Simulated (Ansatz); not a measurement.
A nudged elastic band was laid between two geometries of CH$_{4}$BClO (8 atoms, charge 0, multiplicity 1).

Computed with RKS r2SCAN/def2-mTZVP (Ansatz).

| Property | Result |
| --- | --- |
| movable images | 7 |
| climbing image | yes |
| spring | 5.0 eV/Å² |
| optimiser | quadratic models (default) |
| start path | through a guess of the saddle point |
| force threshold | 0.05 eV/Å |
| iteration limit | 60 |
| end points | relaxed |

First end point:

```xyz
8
Properties=species:S:1:pos:R:3
B 0.123 -0.339 -0.375
Cl 1.527 -0.269 -1.503
O -0.736 -1.377 -0.489
H -0.497 -1.998 -1.192
C -0.077 0.775 0.690
H 0.794 0.849 1.348
H -0.171 1.757 0.215
H -0.963 0.602 1.305
```

Last end point:

```xyz
8
Properties=species:S:1:pos:R:3
B -0.369 -0.153 0.183
Cl 1.449 -2.078 -2.891
O -0.402 -1.110 -0.563
H 0.611 -1.765 -1.928
C -0.330 1.046 1.120
H 0.595 1.056 1.700
H -0.386 1.981 0.557
H -1.168 1.023 1.821
```

Q: Which bonds break or form, and what moves?

A: Bonds broken: B1–Cl2, O3–H4. Bonds formed: Cl2–H4. CH4BClO becomes CH3BO + ClH.

Q: What energy profile does the band end with?

A: It converged. The highest image is number 3 of 0 to 8, 185.8 kJ/mol above the first end and 64.1 kJ/mol above the last; the last end lies 121.8 kJ/mol above the first. A vibrational analysis at the climbing image gives one clearly imaginary mode, 1167i cm⁻¹: a first-order saddle point. The orbitals stay closed-shell, which can raise the energy where a bond breaks towards radicals; this wasn't checked here.

```
image  path coordinate (Å)  energy (kJ/mol)  B1–Cl2 (Å)  O3–H4 (Å)  Cl2–H4 (Å)
    0                 0.00              0.0        1.80       0.97        2.68
    1                 0.43             23.0        1.86       0.98        2.27
    2                 0.85            113.0        2.12       1.03        1.89
    3                 1.28            185.8        2.48       1.25        1.58
    4                 1.82            136.4        2.95       1.73        1.33
    5                 2.35            125.4        3.40       1.90        1.31
    6                 2.89            123.4        3.63       1.85        1.31
    7                 3.43            122.2        3.84       1.82        1.32
    8                 3.97            121.8        4.06       1.82        1.31
```

Q: What is the geometry of the highest image?

A: 
```xyz
8
Properties=species:S:1:pos:R:3
B -0.345 -0.442 -0.064
Cl 1.439 -0.700 -1.774
O -0.796 -1.512 -0.547
H 0.153 -1.522 -1.355
C -0.154 0.806 0.779
H 0.812 0.777 1.288
H -0.163 1.696 0.146
H -0.946 0.897 1.528
```

Q: What are the harmonic wavenumbers there?

A: 1167i, 117, 162, 342, 385, 474, 827, 873, 924, 925, 1347, 1427, 1455, 1465, 1832, 3040, 3118, 3124 cm⁻¹.

Run time: 4.6 min on 2 threads of Arm Neoverse V1, on a shared host, peak memory 0.18 GiB.
